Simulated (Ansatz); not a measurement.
`C[Si@H]1C[C@H]1F` + `[NH2][AlH][OH]` → `C[NH][AlH][OH]` + `FC1C[SiH2]1`  (substitution at a C–Si bond)

Computed with Ansatz on PBE0-D4/def2-TZVP structures; ΔE is electronic, products minus reactants. CCSD(T)/CBS adds triple-zeta CCSD(T) − MP2 to the extrapolated MP2 energy (def2 sets, frozen cores). This one scheme is used for every species. DFT in def2-TZVPP. Each species was taken in one conformer, which may not be the lowest.

```tsv
level	ΔE (kJ/mol)
r2SCAN-D4	93.0
r2SCAN	92.7
MP2/def2-QZVPP	96.1
CCSD/CBS(def2)	91.8
```

(1) What does CCSD(T)/CBS give? (Best estimate.)

Largest T1 diagnostic among the species: 0.012.

Answers

(1) Computed: +92.0 kJ/mol. The listed levels differ from it by 1.0, 0.7, 4.1, -0.2 kJ/mol.

In def2-TZVPP, CCSD(T) changes the Hartree–Fock value by +4.7 kJ/mol (the triples alone add +0.2 kJ/mol) and MP2 by +10.2 kJ/mol.
